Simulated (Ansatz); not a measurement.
This geometry of CH8N2OSi2 (14 atoms, charge 0, multiplicity 1) is a first-order saddle point.

Theory: RKS PBE/def2-SVP in Ansatz.

```xyz
14
Properties=species:S:1:pos:R:3
N -2.853 0.455 0.432
Si -1.166 0.672 0.231
N -0.380 -0.337 -0.960
C 0.562 -0.809 0.071
Si 2.419 -0.257 -0.144
O -0.044 -0.180 1.228
H -3.449 1.192 0.813
H -3.292 -0.467 0.467
H -0.986 2.164 0.268
H -0.101 -0.223 -1.935
H 0.522 -1.921 0.200
H 2.577 0.517 -1.430
H 2.848 0.623 0.997
H 3.329 -1.458 -0.210
```

Problem. Which two structures does it join? (They come from a converged band through this point; their orientation in space is the band's.)

Solution. No bond is made or broken. The dihedral N3–C4–Si5–H13 goes from 55 to 176°. The two ends are copies of one structure, up to a mirror image or an exchange of like atoms.

First end point:

```xyz
14
Properties=species:S:1:pos:R:3
N -2.814 0.474 0.494
Si -1.114 0.639 0.379
N -0.349 -0.067 -1.022
C 0.537 -0.853 -0.149
Si 2.384 -0.303 -0.146
O -0.065 -0.513 1.127
H -3.386 1.128 1.030
H -3.304 -0.394 0.271
H -0.856 2.052 0.817
H -0.104 0.196 -1.977
H 0.446 -1.956 -0.323
H 2.985 -0.493 -1.519
H 2.434 1.159 0.204
H 3.193 -1.097 0.843
```

Last end point:

```xyz
14
Properties=species:S:1:pos:R:3
N -2.824 0.507 0.395
Si -1.134 0.690 0.192
N -0.359 -0.380 -0.947
C 0.567 -0.836 0.103
Si 2.394 -0.257 -0.104
O -0.032 -0.145 1.229
H -3.418 1.272 0.718
H -3.280 -0.405 0.459
H -0.929 2.177 0.173
H -0.139 -0.418 -1.943
H 0.513 -1.942 0.272
H 2.403 1.243 -0.216
H 3.241 -0.691 1.062
H 2.985 -0.844 -1.364
```

Problem. How far does it lie above each of them?

Solution. 0.125 eV above the first and 0.125 eV above the second. This is the barrier of this one path; another mechanism may lie lower.

Run time: 3.9 min on 2 threads of AMD EPYC 7R13 Processor (Zen 3), with other jobs on the host, peak memory 0.2 GiB.
